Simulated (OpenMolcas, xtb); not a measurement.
## CH7BNP (SMILES CB(N)P): methods side by side

CH7BNP has 11 atoms, charge 0, and is taken as a singlet. SMILES: `CB(N)P`. Geometry: relaxed at PBE0-D4/def2-TZVP. This is one conformer, not always the lowest.

```xyz
11

C    -1.0932    0.9226   -0.1280
B     0.0029   -0.1798    0.1119
N     0.4271   -0.4959    1.4014
P     0.6709   -1.2049   -1.3891
H    -1.9035    0.5532   -0.7637
H    -1.5370    1.2993    0.7983
H    -0.6596    1.7766   -0.6592
H     1.1341   -1.1792    1.6110
H     0.0433   -0.0498    2.2184
H     2.0072   -1.3933   -0.9488
H     0.9733   -0.1057   -2.2314
```

Quantity: the vertical ionisation energy (to the doublet cation), in eV. The values are calculated.

```
         level            kind     program  value (eV)  CPU time (all runs)
      GFN1-xTB  semi-empirical         xtb       13.97            under 2 s
   HF/def2-SVP    Hartree–Fock  OpenMolcas        8.18                 38 s
SVWN5/def2-SVP             LDA  OpenMolcas        8.92                2 min
 BLYP/def2-SVP             GGA  OpenMolcas        8.63              2.5 min
M06-L/def2-SVP        meta-GGA  OpenMolcas        8.99              3.6 min
 TPSS/def2-SVP        meta-GGA  OpenMolcas        8.81              3.9 min
 PBE0/def2-SVP   global hybrid  OpenMolcas        8.97              2.4 min
```

The values span 8.18 to 13.97 eV. The xTB values lack the empirical shift that such differences need. CPU times are rough (shared hosts, several kinds of processor and program).
